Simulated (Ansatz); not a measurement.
`O[SiH]1C=N1` and `CO[SiH]1C=N1` differ in one atom or group.

Ansatz, PBE0-D4/def2-TZVP geometries, multiplicity 1. Each molecule was computed in one conformer, which needn't be the lowest.

```csv
property,`O[SiH]1C=N1`
HOMO–LUMO gap (PBE/def2-TZVPP) / eV,3.22
HOMO–LUMO gap (B3LYP/def2-TZVPP) / eV,5.22
size of the dipole moment (ωB97M-V/def2-TZVPP) / D,1.91
HOMO–LUMO gap (PBE0/def2-TZVPP) / eV,5.67
LUMO energy (B3LYP/def2-TZVPP) / eV,-1.12
HOMO–LUMO gap (ωB97M-V/def2-TZVPP) / eV,10.20
```

Task: Give the same properties after the change, and the shifts. (An estimate is asked.)

Result: Computed: 
```
                                          property  `CO[SiH]1C=N1`  shift
               HOMO–LUMO gap (PBE/def2-TZVPP) / eV            3.27   0.05
             HOMO–LUMO gap (B3LYP/def2-TZVPP) / eV            5.27   0.05
size of the dipole moment (ωB97M-V/def2-TZVPP) / D            2.61   0.70
              HOMO–LUMO gap (PBE0/def2-TZVPP) / eV            5.72   0.05
               LUMO energy (B3LYP/def2-TZVPP) / eV           -0.96   0.16
           HOMO–LUMO gap (ωB97M-V/def2-TZVPP) / eV           10.24   0.04
```

With PBE0 the HOMO rises by 0.11 eV and the LUMO rises by 0.16 eV, so the gap widens by about 0.05 eV. PBE moves the HOMO by 0.09 eV and ωB97M-V by 0.12 eV. Dipoles are sizes alone; their direction can turn.

B3LYP here is the variant with VWN-RPA as its local correlation; programs differ in this.
